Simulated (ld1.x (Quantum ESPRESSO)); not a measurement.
# Cr TM: all-electron and pseudo phase curves

Cr, norm-conserving Troullier–Martins (Kleinman–Bylander form), made with ld1.x (Quantum ESPRESSO) 7.5 (PBEsol, scalar-relativistic). Core [Ne], reference 3s2 3p6 3d5 4s1 4p0. Waves: 3p (bound): rc 0.80 bohr; 3d (bound): rc 1.35 bohr; 3s (bound): rc 1.12 bohr. Local part: the s channel. Core correction: Bessel-smoothed model core inside 0.80 bohr.

Occupied shells without a wave of their own: 4s. They enter only through the test configuration that unscreens the potential, and ld1.x also counts them in the model core charge.

The phase is arctan(r·u′/u) with u = r·R(r), unwrapped; energies in Ry, scanned from -7 to 5 Ry. A pole is an energy at which the radial function vanishes at the test radius. The pseudo phase is shifted by a multiple of π to meet the all-electron one at the reference energy, and phase errors are pseudo minus all-electron; the curves can meet again beyond the range given. Levels narrower than the energy grid can be missing from the lists of poles.

For each channel, where are the poles, and over which energies does the pseudopotential scatter like the atom?

```json
{"channel": "s", "radius (bohr)": "1.50", "reference energy (Ry)": "-5.42", "poles, all-electron": "-4.34", "poles, pseudo": "-4.35", "unbroken range about the reference energy with phases within 0.05 rad": "below 1.5", "phase error 1 Ry above the reference energy (rad)": "-0.001"}
{"channel": "p", "radius (bohr)": "1.50", "reference energy (Ry)": "-3.33", "poles, all-electron": "-1.98", "poles, pseudo": "-1.99", "unbroken range about the reference energy with phases within 0.05 rad": "below 3.9", "phase error 1 Ry above the reference energy (rad)": "-0.001"}
{"channel": "d", "radius (bohr)": "1.50", "reference energy (Ry)": "-0.22", "poles, all-electron": "1.61", "poles, pseudo": "1.62", "unbroken range about the reference energy with phases within 0.05 rad": "the whole range", "phase error 1 Ry above the reference energy (rad)": "+0.001"}
```

ld1.x takes every shell without a wave as core, so the model core holds the 4s electrons as well and exchange and correlation see them twice. This cancels in the reference configuration, but the file is broken for other ones, and its errors say nothing about a proper core correction.

Phases in the d channel:

```tsv
E (Ry)	all-electron	pseudo
-7.00	1.313	1.313
-6.48	1.302	1.302
-5.96	1.289	1.289
-5.44	1.274	1.274
-4.92	1.256	1.256
-4.40	1.234	1.234
-3.88	1.207	1.207
-3.36	1.171	1.172
-2.84	1.123	1.123
-2.32	1.051	1.051
-1.80	0.933	0.934
-1.28	0.710	0.710
-0.76	0.211	0.211
-0.24	-0.620	-0.620
0.28	-1.152	-1.152
0.80	-1.393	-1.392
1.32	-1.521	-1.520
1.84	-1.604	-1.603
2.36	-1.666	-1.663
2.88	-1.717	-1.714
3.40	-1.764	-1.759
3.92	-1.811	-1.804
4.44	-1.862	-1.852
4.96	-1.921	-1.906
```
